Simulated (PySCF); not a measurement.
**Ag⁺: ionisation energy**

Ag⁺ [Kr] 4d10 → Ag²⁺ [Kr] 4d9 [4d3/2^4 4d5/2^5, M_J = 5/2], as a difference of total energies. Calculation: PySCF 2.14, in x2c-TZVPall-2c; the two-component X2C-1e Hamiltonian. Correlated levels: [Ar] 3d10 frozen; the 6 highest virtual spinors dropped. "Screened" scales the spin-orbit matrix elements by Boettger's factors to mimic the two-electron term; Breit and QED terms are absent.

Order these methods by the ionisation energy they give, lowest first.
A. GHF (screened spin-orbit)
B. GHF (spin-free)
C. GMP2 (screened spin-orbit)
D. GMP2 (spin-free)

A (19.607 eV), B (19.841 eV), C (21.067 eV), D (21.311 eV).

The spin-free rows lack the spin-orbit shift.

Errors of the correlated levels include the incompleteness of this basis and the frozen core.

For comparison: 21.484 eV (measured; NIST Atomic Spectra Database, ionization energies).
